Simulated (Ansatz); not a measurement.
Reaction (atomization): `O[Si](F)(Cl)Br` → Br• + Cl• + F• + H• + O• + Si•

Computed with Ansatz on PBE0-D4/def2-TZVP structures; ΔE is electronic, products minus reactants. CBS: MP2 limit from def2 TZ/QZ plus the TZ coupled-cluster correction, frozen cores. This one scheme is used for every species, atoms too. DFT in def2-TZVPP. B3LYP here is the variant with VWN-RPA as its local correlation; programs differ in this. HSE06 is defined as in plane-wave codes. No spin–orbit coupling; open shells (•) take unrestricted orbitals. Spin–orbit coupling would lower the free atoms: a little for Cl, F, O, Si; clearly for Br. For Br outer-core shells are correlated without core-valence functions, so the limit isn't a true one: a few kJ/mol of doubt a bond, and 10 to 20 or more in all where bonds break to atoms. Scalar relativity is left out up to krypton. Each species was taken in one conformer, which may not be the lowest.

```tsv
level	ΔE (eV)	difference from CCSD(T)/CBS
PBE-D4	23.95	0.10
revPBE-D4	23.18	-0.67
r2SCAN-D4	23.78	-0.07
B97M-V	23.70	-0.15
PBE0-D4	23.38	-0.47
B3LYP-D4	23.20	-0.65
r2SCANh-D4	23.54	-0.31
r2SCAN0-D4	23.18	-0.67
HSE06-D4	23.40	-0.45
BHLYP-D4	22.42	-1.43
CAM-B3LYP-D4	23.44	-0.41
ωB97X-V	23.64	-0.21
ωB97M-V	23.67	-0.18
B2PLYP	23.18	-0.67
PBE-QIDH	23.44	-0.41
PBE	23.74	-0.11
revPBE	22.64	-1.21
BLYP	22.81	-1.04
r2SCAN	23.74	-0.11
PBE0	23.21	-0.64
B3LYP	22.86	-0.99
r2SCANh	23.49	-0.36
r2SCAN0	23.12	-0.73
BHLYP	22.13	-1.72
CAM-B3LYP	23.25	-0.60
LC-ωPBE	23.35	-0.50
HF/def2-SVP	16.26	-7.59
MP2/def2-SVP	22.26	-1.59
CCSD/def2-SVP	20.97	-2.88
CCSD(T)/def2-SVP	21.24	-2.61
HF/def2-TZVPP	16.95	-6.90
SCS-MP2/def2-TZVPP	23.42	-0.43
CCSD/def2-TZVPP	22.43	-1.42
CCSD(T)/def2-TZVPP	22.90	-0.95
HF/def2-QZVPP	17.03	-6.82
MP2/def2-QZVPP	24.64	0.79
SCS-MP2/def2-QZVPP	24.02	0.17
HF/CBS(def2)	17.04	-6.81
MP2/CBS(def2)	25.02	1.17
CCSD/CBS(def2)	23.38	-0.47
CCSD(T)/CBS	23.85	0
```

Largest T1 diagnostic among the species: 0.012.

At CCSD(T), def2-SVP lies −2.62 eV from the extrapolated value and def2-TZVPP −0.95 eV: correlation converges slowly with the basis, and small sets miss more of it in the bonded molecule than in its fragments. In def2-TZVPP, CCSD(T) changes the Hartree–Fock value by +5.95 eV (the triples alone add +0.47 eV) and MP2 by +7.12 eV; breaking electron pairs costs correlation energy, which Hartree–Fock lacks.

For atomizations the MP2-based limit and the directly extrapolated one differ by several kJ/mol either way, and by 10 to 25 for some Ge, Se and Sn compounds, so smaller differences from it don't rank the levels.
